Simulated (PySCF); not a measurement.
Working out the ionisation energy of Fe²⁺

Fe²⁺ [Ar] 3d6 (5D) → Fe³⁺ [Ar] 3d5 (6S). Calculation: PySCF 2.14, in aug-cc-pVTZ-DK (8s7p5d3f2g, 93 functions); scalar relativity by spin-free X2C-1e. Frozen: [Ar]. Energies in hartree (1 hartree = 27.21139 eV):

| part | Fe²⁺ (lower) | Fe³⁺ (upper) |
| --- | --- | --- |
| UHF | -1270.548792 | -1269.508270 |
| CCSD correlation | -0.128046 | -0.070659 |
| (T) | -0.002220 | -0.000463 |

Q: What does Hartree-Fock give?

A: (-1269.508270) − (-1270.548792) = 1.040522 hartree = 28.314 eV.

Q: What do CCSD and CCSD(T) give?

A: The CCSD correlation energies differ by 0.057387 hartree = 1.562 eV and the triples by 0.001757 hartree = 0.048 eV, so CCSD gives 29.876 eV and CCSD(T) 29.924 eV.

Reference: 30.651 ± 0.012 eV (measured; NIST Atomic Spectra Database, ionization energies), between the lowest levels; spin-orbit coupling is absent from the calculation.

What remains against the reference includes basis incompleteness, the frozen core and higher excitations.
